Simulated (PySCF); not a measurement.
Isomers of C7H13Al, one conformer each; single-point electronic energies without zero-point terms and without any empirical dispersion term.

All values: PBE0/pcSseg-1 (PySCF, non-relativistic), each on one gas-phase PBE0-D3(BJ)/def2-SVP geometry that isn't relaxed in the solvent. The solvent is an IEF-PCM continuum (van der Waals radii × 1.2). The model holds no explicit solvent molecules, cavitation or dispersion.

| isomer | relative energy, gas (kcal/mol) | dipole (D) |
| --- | --- | --- |
| `C=[CH][AlH][CH]1CCCC1` | 0.0 | 0.75 |
| `CC#[C][AlH][C](C)(C)C` | 12.2 | 1.58 |
| `[C](#C)[AlH][C](CC)(C)C` | 20.4 | 0.93 |
| `C1C[CH]([AlH][CH]2CC2)C1` | 21.8 | 0.77 |

Problem. How do the relative energies look in acetone (ε = 20.49)?

Solution. 
| isomer | relative energy, solvent (kcal/mol) | E(solvent) − E(gas) (kcal/mol) | dipole in solvent (D) |
| --- | --- | --- | --- |
| `C=[CH][AlH][CH]1CCCC1` | 0.0 | -3.2 | 1.00 |
| `CC#[C][AlH][C](C)(C)C` | 10.1 | -5.3 | 1.83 |
| `[C](#C)[AlH][C](CC)(C)C` | 18.5 | -5.1 | 0.99 |
| `C1C[CH]([AlH][CH]2CC2)C1` | 21.7 | -3.3 | 1.00 |

The order is unchanged. Conformers: `[CH2:1]=[CH:2][AlH:3][CH:4]1[CH2:5][CH2:6][CH2:7][CH2:8]1` with C1–C2–Al3–C4 179°, C2–Al3–C4–C5 -114°, Al3–C4–C5–C6 -166°, C4–C5–C6–C7 29°, C5–C6–C7–C8 -5°, C6–C7–C8–C4 -20°; `[CH:1]#[C:2][AlH:3][C:4]([CH3:5])([CH3:6])[CH2:7][CH3:8]` with C2–Al3–C4–C5 57°, Al3–C4–C7–C8 -49°; `[CH2:1]1[CH2:2][CH:3]([AlH:4][CH:5]2[CH2:6][CH2:7]2)[CH2:8]1` with C2–C3–Al4–C5 -177°, C3–Al4–C5–C6 40°, C8–C1–C2–C3 -20°, C1–C2–C3–Al4 -95°, Al4–C5–C6–C7 -109°, C2–C3–C8–C1 -19°. `CC#[C][AlH][C](C)(C)C` gains most from the continuum, and it has the largest gas-phase dipole. The gains span 2.1 kcal/mol, the gas-phase energies 21.8 kcal/mol.
